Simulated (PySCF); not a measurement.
Species: C9H11 (charge +1).
Numbering: `[CH3:1][CH+:2][c:3]1[cH:4][cH:5][cH:6][c:7]([CH3:8])[cH:9]1` (hydrogens: H10, H11, H12 on C1; H13 on C2; H14 on C4; H15 on C5; H16 on C6; H17, H18, H19 on C8; H20 on C9)

Structure used (PBE0-D3(BJ)/def2-SVP), in Å, numbered top down from 1:
```xyz
20
C9H11 angstrom
C      3.3692   -0.1996    0.0573
C      2.0067   -0.7176    0.0823
C      0.8094   -0.0147    0.0064
C      0.7605    1.4079   -0.1173
C     -0.4633    2.0349   -0.1866
C     -1.6422    1.2739   -0.1342
C     -1.6462   -0.1322   -0.0110
C     -2.9347   -0.8905    0.0514
C     -0.4129   -0.7577    0.0563
H      3.9215   -0.6996   -0.7611
H      3.4619    0.8870   -0.0393
H      3.8919   -0.5419    0.9711
H      1.9172   -1.8087    0.1745
H      1.6810    1.9917   -0.1578
H     -0.5248    3.1205   -0.2830
H     -2.6030    1.7949   -0.1926
H     -2.7702   -1.9747    0.0069
H     -3.5984   -0.6079   -0.7791
H     -3.4700   -0.6662    0.9875
H     -0.3598   -1.8461    0.1489
```

Theory: PySCF 2.14.0, PBE0-D3(BJ)/def2-SVP geometry optimisation, gas phase.

Masses are those of the commonest isotopes; rigid-rotor values at the optimised geometry. The values belong to one conformer with, in the numbering `[CH3:1][CH+:2][c:3]1[cH:4][cH:5][cH:6][c:7]([CH3:8])[cH:9]1`, C1–C2–C3–C4 0°.

What are A, B and C (GHz)?

Ia = 145.58, Ib = 465.18, Ic = 604.55 u·Å²; 505379 MHz·u·Å²/I gives 3471, 1086 and 836.0 MHz, that is A = 3.4714, B = 1.0864, C = 0.8360 GHz.

Classify the top.

An asymmetric top: κ = (2 × 1086 − 3471 − 836.0)/(3471 − 836.0) = -0.81.

What does the inertial defect say?

Not planar: Δ = Ic − Ia − Ib = -6.22 u·Å². For a rigid frame Δ = −2 Σ m c², so Σ m c² = 3.11 u·Å² lies off the ab plane, practically all of it from hydrogen. The atom farthest from that plane is 0.96 Å away.

Predict some low-J microwave lines.

The dipole components (about the centre of mass, as the species is charged) are |μa| = 2.77 D, |μb| = 0.59 D, |μc| = 0.04 D. Intensities carry the squares of the components, which stand as 1.00 : 0.04 : 0.00 (a : b : c). Some lines, for components of 0.1 D or more:

| type | branch | J(Ka,Kc) | MHz | lower level (cm⁻¹) |
| --- | --- | --- | --- | --- |
| a | Q | 5(2,3) ← 5(2,4) | 620 | 1.295 |
| a | R | 1(0,1) ← 0(0,0) | 1922 | 0.000 |
| a | Q | 4(1,3) ← 4(1,4) | 2498 | 0.682 |
| b | Q | 1(1,0) ← 1(0,1) | 2635 | 0.064 |
| b | Q | 2(1,1) ← 2(0,2) | 2905 | 0.192 |
| a | R | 2(1,2) ← 1(1,1) | 3594 | 0.144 |
| a | R | 2(1,1) ← 1(1,0) | 4095 | 0.152 |
| a | R | 3(1,2) ← 2(1,1) | 6131 | 0.289 |
| b | Q | 4(2,2) ← 4(1,3) | 6590 | 0.765 |
| a | R | 4(2,3) ← 3(2,2) | 7675 | 0.720 |
| a | R | 4(1,3) ← 3(1,2) | 8150 | 0.493 |
| a | R | 5(0,5) ← 4(0,4) | 9266 | 0.632 |
| b | Q | 5(2,4) ← 5(1,5) | 9472 | 0.979 |
| a | R | 5(4,1) ← 4(4,0) | 9654 | 1.981 |
| a | R | 5(2,3) ← 4(2,2) | 9916 | 0.985 |
| b | R | 5(1,5) ← 4(0,4) | 10398 | 0.632 |
| b | R | 2(2,0) ← 1(1,1) | 11519 | 0.144 |
| b | Q | 4(3,1) ← 4(2,2) | 12344 | 0.985 |
| b | Q | 4(3,2) ← 4(2,3) | 12612 | 0.976 |
| b | R | 3(2,1) ← 2(1,2) | 13766 | 0.264 |
| b | R | 4(2,3) ← 3(1,2) | 14466 | 0.493 |
| b | R | 4(2,2) ← 3(1,3) | 16242 | 0.443 |
| b | R | 4(3,2) ← 3(2,1) | 20194 | 0.723 |
| b | Q | 5(5,1) ← 5(4,2) | 22553 | 2.303 |
| b | R | 5(5,1) ← 4(4,0) | 32207 | 1.981 |

Not checked by PBE0-D3(BJ)/def2-SVP frequencies. No vibrational averaging or centrifugal distortion is included, and the geometry carries the error of its method. A rigid rotor knows nothing of internal rotation, which can split or shift real lines.
